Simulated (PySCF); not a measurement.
Cartesian coordinates (Å):
SMILES: [Br]
```xyz
1

Br     0.0000     0.0000     0.0000
```
Charge 0, spin multiplicity 2.

Task: Predict the dipole moment, total energy and highest occupied spin orbital from PySCF with PBE-D3(BJ)/def2-TZVP.

Result: 
dipole moment: 0.00 D
total energy: -2573.7208 Ha
highest occupied spin orbital: -7.43 eV
